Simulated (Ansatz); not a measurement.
A nudged elastic band was laid between two geometries of BH3Se (5 atoms, charge 0, multiplicity 1).

Method: RKS r2SCAN-D4/def2-SVP in Ansatz.

```json
{
 "movable images": "5",
 "climbing image": "yes",
 "spring": "0.5 eV/Å²",
 "optimiser": "quadratic models (default)",
 "start path": "through a guess of the saddle point",
 "force threshold": "0.05 eV/Å",
 "iteration limit": "60",
 "end points": "relaxed"
}
```

Image 0:

```xyz
5
Properties=species:S:1:pos:R:3
B -0.117 -0.637 0.045
Se 1.041 0.861 -0.145
H -1.308 -0.499 0.123
H 0.427 -1.710 0.081
H 0.007 1.912 -0.145
```

Image 6:

```xyz
5
Properties=species:S:1:pos:R:3
B -0.317 -0.558 0.054
Se -0.154 1.332 -0.091
H -1.442 -0.972 0.167
H 0.649 -1.272 0.033
H 1.314 1.397 -0.204
```

(1) Which bonds break or form, and what moves?

(2) What energy profile does the band end with?

(3) What is the geometry of the highest image?

## Answers

(1) No bond is made or broken.  The two ends are copies of one structure, up to a mirror image or an exchange of like atoms.

(2) It converged. The highest image is number 3 of 0 to 6, 21.6 kcal/mol above the ends, which have the same energy within 2 meV. Another band between the same ends (5 images) ends at a top of the same energy, where a vibrational analysis finds 1 clearly imaginary mode.

```json
{"image": "0", "path coordinate (Å)": "0.00", "energy (kcal/mol)": "0.0"}
{"image": "1", "path coordinate (Å)": "0.45", "energy (kcal/mol)": "5.0"}
{"image": "2", "path coordinate (Å)": "0.89", "energy (kcal/mol)": "15.6"}
{"image": "3", "path coordinate (Å)": "1.34", "energy (kcal/mol)": "21.6"}
{"image": "4", "path coordinate (Å)": "1.79", "energy (kcal/mol)": "15.6"}
{"image": "5", "path coordinate (Å)": "2.24", "energy (kcal/mol)": "4.9"}
{"image": "6", "path coordinate (Å)": "2.68", "energy (kcal/mol)": "0.0"}
```

(3) 
```xyz
5
Properties=species:S:1:pos:R:3
B -0.193 -0.557 0.212
Se 0.812 1.161 0.414
H -1.361 -0.602 0.504
H 0.380 -1.535 -0.198
H 0.412 1.460 -0.973
```

The run took 110 s on 1 thread of Arm Neoverse V1, with other jobs on the host, peak memory 0.23 GiB.
